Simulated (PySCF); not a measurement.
C4F5, charge +1, multiplicity 1. Atoms are numbered in the order given.

```xyz
9

F      0.0000     2.2571     0.2538
C      0.0000     1.0001     0.2120
C      0.0000     0.0000     1.1977
F      0.0000     0.0000     2.4752
C      0.0000    -1.0001     0.2120
F      0.0000    -2.2571     0.2538
C      0.0000     0.0000    -0.9613
F     -1.0870     0.0000    -1.7115
F      1.0870     0.0000    -1.7115
```
Charge +1, spin multiplicity 1.

Coordinates come from a B3LYP-D3(BJ)/def2-SVP optimisation. The spin state was assumed, not searched. The isomer is the one that the SMILES or the coordinates give; other isomers of the formula were not compared.

Calculation: PySCF with B3LYP-D3(BJ)/def2-SVP.

Frequencies are harmonic and unscaled.

Computed normal modes with their intensities:
```csv
mode,ν (cm⁻¹),IR (km/mol),moving atoms (share of kinetic energy)
1,57,0.3,F 94 %
2,184,8.9,"F 69 %, C 31 %"
3,205,0.0,F 100 %
4,233,0.1,F 99 %
5,266,3.1,F 94 %
6,289,8.8,"F 84 %, C 16 %"
7,450,14.9,"F 83 %, C 17 %"
8,490,1.2,"C 67 %, F 33 %"
9,591,0.5,"F 78 %, C 22 %"
10,679,0.0,"C 91 %, F 9 %"
11,688,2.3,"C 81 %, F 19 %"
12,710,7.0,"F 86 %, C 14 %"
13,837,0.3,"C 89 %, F 11 %"
14,1003,34.8,"C 81 %, F 19 %"
15,1053,181.5,"C 54 %, F 46 %"
16,1232,3.7,"C 86 %, F 14 %"
17,1273,196.4,"C 71 %, F 29 %"
18,1361,124.9,"C 86 %, F 14 %"
19,1561,186.6,"C 79 %, F 21 %"
20,1590,897.0,"C 82 %, F 18 %"
21,1841,56.0,"C 88 %, F 12 %"
```
